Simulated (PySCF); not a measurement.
**Solvent effects on NMR parameters**

Structure with atom numbers: `[CH2:1]=[CH:2][c:3]1[cH:4][cH:5][c:6]([O:7][CH3:8])[cH:9][cH:10]1`. Hydrogens are named by the atom that carries them. Ha(C1) is cis to C3; Hb(C1) is trans to C3.

GIAO PBE0/pcSseg-1 in PySCF on one PBE0-D3(BJ)/def2-SVP conformer, non-relativistic, equivalent nuclei averaged. Solvents enter as an IEF-PCM continuum (cyclohexane with ε = 2.0, dimethylsulfoxide with ε = 46.8) around the gas-phase geometry. Shifts are referred to TMS computed in the same medium.

In cyclohexane, δ in ppm: C6 165.1, C2 144.5, C4/C10 133.7, C3 133.0, C5/C9 117.6, C1 115.9, C8 54.5, H(C4)/H(C10) 7.57, H(C5)/H(C9) 6.90, H(C2) 6.60, Ha(C1) 6.03, Hb(C1) 5.44, H(C8) 3.74. Dipole moment 1.85 D.

Question: How does each δ change in the more polar medium?

Answer: 
```
       atoms                              environment  Δδ, dimethylsulfoxide
          C6           aromatic carbon bearing oxygen                   +1.0
          C2                                alkene CH                   +0.6
      C4/C10                              aromatic CH                   +1.0
          C3              substituted aromatic carbon                   +0.2
       C5/C9                              aromatic CH                   +1.0
          C1                     terminal =CH2 carbon                   +1.6
          C8                methyl carbon bonded to O                   +0.9
H(C4)/H(C10)               hydrogen on an aromatic CH                  +0.18
 H(C5)/H(C9)               hydrogen on an aromatic CH                  +0.17
       H(C2)                 hydrogen on an alkene CH                  +0.13
      Ha(C1)       hydrogen on a terminal =CH2 carbon                  +0.16
      Hb(C1)       hydrogen on a terminal =CH2 carbon                  +0.14
       H(C8)  hydrogen on a methyl carbon bonded to O                  +0.11
```

Changes are relative to cyclohexane. The dipole moment becomes 2.15 D in dimethylsulfoxide.

Question: Which nuclei move most (in ppm), and what does the model miss?

Answer: C1 (terminal =CH2 carbon, +1.6 ppm) in dimethylsulfoxide. A continuum only polarises the solute; specific hydrogen bonds, the anisotropy of aromatic solvents and changes of geometry or conformer are outside it.
